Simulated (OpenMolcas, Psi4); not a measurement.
How methods differ on GaF (SMILES [F][Ga])

The species is GaF (2 atoms), meant as a singlet with charge 0. SMILES: `[F][Ga]`. The shape is that of a PBE0-D4/def2-TZVP optimisation.

```xyz
2

F     0.0000    0.0000    0.0063
Ga    0.0000    0.0000    1.7929
```

Each level gives the vertical ionisation energy (to the doublet cation) (eV). The values are calculated.

| level | kind | program | value (eV) | CPU time (all runs) |
| --- | --- | --- | --- | --- |
| SVWN5/def2-TZVPPD | LDA | OpenMolcas | 10.78 | 29 s |
| PBE/def2-TZVPPD | GGA | OpenMolcas | 10.45 | 39 s |
| revPBE/def2-TZVPPD | GGA | OpenMolcas | 10.32 | 39 s |
| TPSS/def2-TZVPPD | meta-GGA | OpenMolcas | 10.32 | 60 s |
| r2SCAN/def2-TZVPPD | meta-GGA | OpenMolcas | 10.42 | 53 s |
| M06-2X/def2-TZVPPD | hybrid meta-GGA | OpenMolcas | 10.39 | 53 s |
| PBE0/def2-TZVPPD | global hybrid | OpenMolcas | 10.42 | 41 s |
| HSE06/def2-TZVPPD | range-separated hybrid | Psi4 | 10.48 | 81 s |

All-electron rows without a relativistic Hamiltonian named are non-relativistic. The values span 10.32 to 10.78 eV. CPU times are rough (shared hosts, several kinds of processor): they show what a rung costs within a factor of a few.
